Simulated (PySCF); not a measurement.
H6AlN3, singlet, at a GFN2-xTB geometry (such geometries of metal compounds can be far from the true shape); CASSCF(10,8)/6-31G run with PySCF.

Here is a job for PySCF.
```python
from pyscf import gto, scf, mcscf
import numpy

mol = gto.M(
    atom='''
Al    0.00000000    0.00000000    0.00000000
N    -1.27924767   -1.23781258    0.01094223
H    -1.23150605   -2.12583487    0.48928477
H    -2.16941182   -1.16492659   -0.46019454
N    -0.23958119    1.51967416   -0.89552533
H     0.42775617    2.27499336   -0.95739779
H    -1.06468987    1.76510548   -1.42338286
N     1.51882886   -0.28186158    0.88458310
H     2.29619592    0.36072939    0.93409808
H     1.74165565   -1.11006676    1.41759233
''',
    basis='6-31g',
    verbose=4,
)

mf = scf.RHF(mol)
mf.kernel()
mc = mcscf.CASSCF(mf, 8, 10)
mc.fix_spin_(ss=0.0)
mc.kernel()
occ = numpy.linalg.eigvalsh(mc.fcisolver.make_rdm1(mc.ci, mc.ncas, mc.nelecas))[::-1]
ss = mc.fcisolver.spin_square(mc.ci, mc.ncas, mc.nelecas)[0]
print('natural occupations', occ.round(4), ' <S^2>', round(ss, 4))
```

What the program printed (banner, timings and long lists left out):

```
PySCF version 2.14.0

[INPUT] verbose = 4
[INPUT] num. atoms = 10
[INPUT] num. electrons = 40
[INPUT] charge = 0
[INPUT] spin (= nelec alpha-beta = 2S) = 0
[INPUT] symmetry False subgroup None
[INPUT] Mole.unit = angstrom
[INPUT] Symbol           X                Y                Z      unit          X                Y                Z       unit  Magmom
[...]
nuclear repulsion = 159.564836647943
number of shells = 34
number of NR pGTOs = 136
number of NR cGTOs = 52
basis = 6-31g
ecp = {}

******** <class 'pyscf.scf.hf.RHF'> ********
method = RHF
initial guess = minao
damping factor = 0
level_shift factor = 0
DIIS = <class 'pyscf.scf.diis.CDIIS'>
diis_start_cycle = 1
diis_space = 8
diis_damp = 0
SCF conv_tol = 1e-09
SCF conv_tol_grad = None
SCF max_cycles = 50
direct_scf = True
direct_scf_tol = 1e-13
Set gradient conv threshold to 3.16228e-05
Initial guess from minao.
init E= -408.884988149083
[...]
cycle= 1 E= -408.735241731725  delta_E= 0.15  |g|= 0.414  |ddm|=  2.7
[...]
cycle= 2 E= -408.774171077145  delta_E= -0.0389  |g|= 0.172  |ddm|= 0.458
[...]
cycle= 3 E= -408.781258042124  delta_E= -0.00709  |g|= 0.039  |ddm|= 0.154
[...]
cycle= 4 E= -408.781710004093  delta_E= -0.000452  |g|= 0.00313  |ddm|= 0.0512
[...]
cycle= 5 E= -408.781716627526  delta_E= -6.62e-06  |g|= 0.000826  |ddm|= 0.00727
[...]
cycle= 6 E= -408.781717123402  delta_E= -4.96e-07  |g|= 0.000139  |ddm|= 0.00193
[...]
cycle= 7 E= -408.781717138831  delta_E= -1.54e-08  |g|= 1.78e-05  |ddm|= 0.000346
[...]
cycle= 8 E= -408.781717139107  delta_E= -2.76e-10  |g|= 3.16e-06  |ddm|= 5.16e-05
[...]
Extra cycle  E= -408.781717139115  delta_E= -7.5e-12  |g|= 1.25e-06  |ddm|= 5.69e-06
converged SCF energy = -408.781717139115

******** <class 'pyscf.mcscf.mc1step.CASSCF'> ********
CAS (5e+5e, 8o), ncore = 15, nvir = 29
max_cycle_macro = 50
max_cycle_micro = 4
conv_tol = 1e-07
conv_tol_grad = None
orbital rotation max_stepsize = 0.02
orbital rotation threshold for CI restart = 0.01
augmented hessian ah_max_cycle = 30
augmented hessian ah_conv_tol = 1e-12
augmented hessian ah_linear dependence = 1e-14
augmented hessian ah_level shift = 1e-08
augmented hessian ah_start_tol = 2.5
augmented hessian ah_start_cycle = 3
augmented hessian ah_grad_trust_region = 3
kf_trust_region = 3
kf_interval = 4
ci_response_space = 4
ci_grad_trust_region = 3
with_dep4 0
natorb = False
canonicalization = True
sorting_mo_energy = False
ao2mo_level = 2
internal_rotation = False
[...]
CASCI E = -408.784292991492  S^2 = 0.0000000
[...]
               |grad[o]|=0.000264  |grad[c]|=0.0186  |ddm|=0.000243  |maxRot[o]|=0.0766
macro iter  41 ( 21 JK    4 micro), CASSCF E = -408.834525021947  dE =  3.61333719e-07  S^2 = 0.0000000
               |grad[o]|=0.000914  |grad[c]|=0.00166  |ddm|=5.97e-05  |maxRot[o]|=0.0132
macro iter  42 ( 24 JK    4 micro), CASSCF E = -408.834528941611  dE = -3.91966404e-06  S^2 = 0.0000000
               |grad[o]|=0.000579  |grad[c]|=0.000571  |ddm|=2.84e-05  |maxRot[o]|=0.00905
macro iter  43 (  7 JK    2 micro), CASSCF E = -408.834537015616  dE = -8.07400420e-06  S^2 = 0.0000000
               |grad[o]|=0.000402  |grad[c]|=0.000475  |ddm|=6.67e-05  |maxRot[o]|=0.019
macro iter  44 (  7 JK    2 micro), CASSCF E = -408.834553502287  dE = -1.64866714e-05  S^2 = 0.0000000
               |grad[o]|=0.0003  |grad[c]|=0.00306  |ddm|=0.000148  |maxRot[o]|=0.0351
macro iter  45 (  4 JK    1 micro), CASSCF E = -408.834557222911  dE = -3.72062414e-06  S^2 = 0.0000000
               |grad[o]|=0.000317  |grad[c]|=0.00109  |ddm|=7.09e-05  |maxRot[o]|=0.0144
macro iter  46 ( 12 JK    3 micro), CASSCF E = -408.834519572761  dE =  3.76501499e-05  S^2 = 0.0000000
               |grad[o]|=0.000866  |grad[c]|=0.0146  |ddm|=0.000183  |maxRot[o]|=0.0451
macro iter  47 (  7 JK    2 micro), CASSCF E = -408.834537171862  dE = -1.75991011e-05  S^2 = 0.0000000
               |grad[o]|=0.00094  |grad[c]|=0.00189  |ddm|=6.52e-05  |maxRot[o]|=0.0178
macro iter  48 (  7 JK    2 micro), CASSCF E = -408.834560218113  dE = -2.30462511e-05  S^2 = 0.0000000
               |grad[o]|=0.000632  |grad[c]|=0.00788  |ddm|=0.000166  |maxRot[o]|=0.0351
macro iter  49 (  7 JK    2 micro), CASSCF E = -408.834563306733  dE = -3.08861996e-06  S^2 = 0.0000000
               |grad[o]|=0.000379  |grad[c]|=0.00124  |ddm|=8.42e-05  |maxRot[o]|=0.0128
macro iter  50 ( 23 JK    4 micro), CASSCF E = -408.834520937496  dE =  4.23692375e-05  S^2 = 0.0000000
               |grad[o]|=0.000173  |grad[c]|=0.000721  |ddm|=0.00015  |maxRot[o]|=0.0662
1-step CASSCF not converged,  50 macro (571 JK 131 micro) steps
CASSCF canonicalization
Density matrix diagonal elements [1.98055925 1.98719041 1.99305745 1.98634027 1.99732393 0.02054239
 0.02260565 0.01238066]
CASSCF energy = -408.834520937496
CASCI E = -408.834520937496  E(CI) = -25.2889363633713  S^2 = 0.0000000
natural occupations [1.9999 1.9987 1.9873 1.9806 1.9792 0.0215 0.0213 0.0115]  <S^2> 0.0
```

The run did not converge; its last values are not results.
